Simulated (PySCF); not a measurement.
C4H8O2S, SMILES C1S(CCC1)(=O)=O.

Coordinates come from a PBE0-D3(BJ)/def2-SVP optimisation. Other conformers were not sampled.

Calculation: CAM-B3LYP/def2-TZVP (PySCF).

Isolated molecule, no solvent.

The total energy comes out as -705.87304 hartree, the highest occupied level is -9.47 eV and the lowest empty level is 1.39 eV. The orbital gap is 10.86 eV, the dipole moment comes out as 5.26 D and the quadrupole, principal values (traceless, Buckingham form, about the centre of nuclear charge) comes out as -5.63, -4.57, 10.20 D·Å.
